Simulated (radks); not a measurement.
Excited configurations of neutral cobalt: one electron is placed in a higher orbital outside [Ar] 3d8. The ground configuration is [Ar] 3d7 4s2. Method: non-relativistic Kohn-Sham, PBE, spin-polarised, spherical densities, point nucleus; open shells are filled with parallel spins first; computed with a radial shooting solver on a logarithmic mesh with Libxc functionals. Excitation = E - E(ground); binding = E(ion) - E, where the ion is the core of charge +1; n* = 1/sqrt(2 binding) in atomic units, and the quantum defect is n - n*.

[
 {"outer orbital": "4p", "excitation (eV)": "3.085", "binding (eV)": "4.135", "n*": "1.814", "quantum defect": "2.186"},
 {"outer orbital": "5d", "excitation (eV)": "6.175", "binding (eV)": "1.046", "n*": "3.607", "quantum defect": "1.393"},
 {"outer orbital": "6s", "excitation (eV)": "5.834", "binding (eV)": "1.387", "n*": "3.132", "quantum defect": "2.868"},
 {"outer orbital": "6p", "excitation (eV)": "6.119", "binding (eV)": "1.102", "n*": "3.514", "quantum defect": "2.486"},
 {"outer orbital": "6d", "excitation (eV)": "6.509", "binding (eV)": "0.711", "n*": "4.374", "quantum defect": "1.626"},
 {"outer orbital": "7s", "excitation (eV)": "6.348", "binding (eV)": "0.873", "n*": "3.948", "quantum defect": "3.052"},
 {"outer orbital": "7p", "excitation (eV)": "6.497", "binding (eV)": "0.724", "n*": "4.335", "quantum defect": "2.665"}
]

The Delta-SCF ionisation energy is 7.221 eV (NIST Atomic Spectra Database: 7.881 eV, measured). Self-interaction in the functional shifts the binding energies and quantum defects, so they are the method's values and not measured ones. Open shells are spherical and high-spin; term and fine-structure splittings are not resolved.
